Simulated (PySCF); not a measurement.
C3H6N2SSi2.
Cartesian coordinates in Å at the GFN2-xTB level; atoms count from 1:
```xyz
14
C3H6N2SSi2 angstrom
C      2.8738   -0.2165   -0.3620
S      1.3719    0.0199   -1.3553
Si    -0.1079    0.2708    0.1955
C      0.1926   -1.1685    1.3550
N      0.4095   -2.0776    2.0183
Si    -2.2009    0.1173   -0.7876
C     -3.2944    1.1357    0.3293
N     -3.9450    1.7745    1.0232
H      3.6931   -0.3340   -1.0637
H      2.7691   -1.1103    0.2454
H      3.0419    0.6542    0.2645
H      0.2837    1.4288    1.0060
H     -2.7792   -1.2281   -0.7800
H     -2.3088    0.7334   -2.1107
```

Computed at PBE0/pcSseg-1 (PySCF, non-relativistic), with Q(33S) = −0.0678 b, Q(14N) = 0.02044 b: S2, 33S (I = 3/2): χzz = 36.97 MHz, η = 0.777; N5, 14N (I = 1): χzz = -5.550 MHz, η = 0.041; N8, 14N (I = 1): χzz = -5.571 MHz, η = 0.013.

Where would the pure quadrupole (NQR) lines of 33S at S2 fall for the rigid, isolated species?

From ν = (|χ|/2)√(1 + η²/3): ν = 20.26 MHz (sulfur bonded to C and Si).

Find the zero-field quadrupole resonance frequencies of 14N at N5.

From ν± = (3/4)|χ|(1 ± η/3) and ν0 = |χ|η/2: ν+ 4.219 MHz, ν− 4.106 MHz, ν0 0.113 MHz (cyano nitrogen).

Find the zero-field quadrupole resonance frequencies of 14N at N8.

From ν± = (3/4)|χ|(1 ± η/3) and ν0 = |χ|η/2: ν+ 4.195 MHz, ν− 4.161 MHz, ν0 0.035 MHz (cyano nitrogen).

In a crystal, neighbours and librations shift these lines. GFN2-xTB bond lengths can be off by several hundredths of an ångström, more for odd bonds, and the gradients follow them. These gradients aren't converged with respect to the basis.

The run behind these numbers computed NMR shieldings as well. On Arm Neoverse V1, one thread, no GPU, on a shared host, this took 42 s of wall time (grids of density and orbitals included) and 0.83 GiB of memory at its peak.

One conformer stands for the species.
